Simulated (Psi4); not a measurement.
Intermolecular potential of C4H4O ··· O2S (SMILES c1ccoc1 and O=S=O). Monomers: optimised at B3LYP-D3(BJ) (def2-TZVP), held rigid. Orientation: a random orientation, not optimised. R is the distance of the centres of mass, along which the second monomer moves.

Geometry at R = 3.90 Å (first 9 atoms: monomer A):
```
12

C      0.5079    -0.8901     0.0194
C     -0.8506    -0.5179    -0.2416
C     -0.9048     0.8301    -0.1132
O      0.3224     1.3242     0.2093
C      1.1705     0.2617     0.2856
H      0.9275    -1.8816     0.0087
H     -1.6704    -1.1699    -0.4904
H     -1.6939     1.5537    -0.2121
H      2.1913     0.4898     0.5344
O      0.6800     0.5051    -3.1956
S      1.9919     1.0752    -3.0416
O      2.9722     0.8496    -4.0700
```

Calculation: SAPT0/jun-cc-pVDZ, frozen core (Psi4 1.11).

Components in kcal/mol:

| R / Å | electrostatics | exchange | induction | dispersion | total |
|---|---|---|---|---|---|
| 3.32 | -7.47 | 18.59 | -3.08 | -6.34 | 1.70 |
| 3.50 | -4.39 | 10.65 | -1.88 | -4.68 | -0.29 |
| 3.73 | -2.25 | 5.20 | -1.02 | -3.21 | -1.28 |
| 3.90 | -1.40 | 3.06 | -0.67 | -2.45 | -1.46 |
| 4.13 | -0.75 | 1.49 | -0.39 | -1.72 | -1.38 |
| 4.26 | -0.54 | 0.99 | -0.29 | -1.42 | -1.27 |
| 4.63 | -0.24 | 0.31 | -0.14 | -0.84 | -0.91 |
| 4.91 | -0.15 | 0.13 | -0.09 | -0.58 | -0.69 |
| 5.43 | -0.08 | 0.02 | -0.04 | -0.30 | -0.40 |
| 6.13 | -0.05 | 0.00 | -0.02 | -0.14 | -0.21 |
| 7.10 | -0.04 | 0.00 | -0.01 | -0.06 | -0.10 |
| 8.44 | -0.03 | 0.00 | 0.00 | -0.02 | -0.05 |
